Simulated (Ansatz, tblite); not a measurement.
Isomers of GeO2 (singlet), found by a short tight-binding search and relaxed with PBE0-D4/def2-TZVP in Ansatz.

The xTB rows come from tblite. Correlated methods freeze 11 core orbitals; core or outer-core shells of Ge are correlated, in sets that lack core-valence functions.

Run but left out: HF/def2-TZVPP (B: restricted singlet, unstable towards broken spin symmetry).

A: At CCSD(T)/def2-TZVPP T1 of the charge 0 singlet is large (up to 0.024), so the single-reference result is doubtful. B: The restricted singlet is unstable towards broken spin symmetry in Hartree–Fock (as tested in another run); at PBE-D4/def2-TZVP, BLYP-D4/def2-TZVP, r2SCAN-D4/def2-TZVP, PBE0-D4/def2-TZVP and others this wasn't settled. At CCSD(T)/def2-TZVPP T1 of the charge 0 singlet is large (up to 0.022), so the single-reference result is doubtful. At CCSD(T)/def2-TZVPP the restricted singlet (for correlated methods, its reference) is unstable: a solution with broken spin symmetry lies lower.

Other spin states were run for one of them alone.

A:

```xyz
3

Ge    0.000    0.001    0.000
O     0.403   -0.855    1.307
O    -0.403    0.855   -1.307
```

B:

```xyz
3

Ge   -0.767   -0.292    0.696
O    -0.120    0.589   -0.717
O     0.887   -0.296    0.021
```

Estimate their order by electronic energy at PBE0-D4/def2-TZVP, counted from the lowest.

A (0.0) < B (27.2), in kcal/mol.

Do the other levels pick the same lowest one?

All that were run do. Energies above each level's lowest (kcal/mol):

| level | A | B |
| --- | --- | --- |
| GFN1-xTB | 0.0 | 49.9 |
| GFN2-xTB | 0.0 | 11.3 |
| PBE-D4/def2-TZVP | 0.0 | 28.4 |
| BLYP-D4/def2-TZVP | 0.0 | 27.8 |
| r2SCAN-D4/def2-TZVP | 0.0 | 29.8 |
| PBE0-D4/def2-TZVP | 0.0 | 27.2 |
| r2SCAN0-D4/def2-TZVP | 0.0 | 28.1 |
| MP2/def2-TZVPP | 0.0 | 41.0 |
| CCSD/def2-TZVPP | 0.0 | 29.1 |
| CCSD(T)/def2-TZVPP | 0.0 | 31.1 |
Point groups (tolerance 0.1 Å): A D∞h, B C2v. Lower isomers may exist.
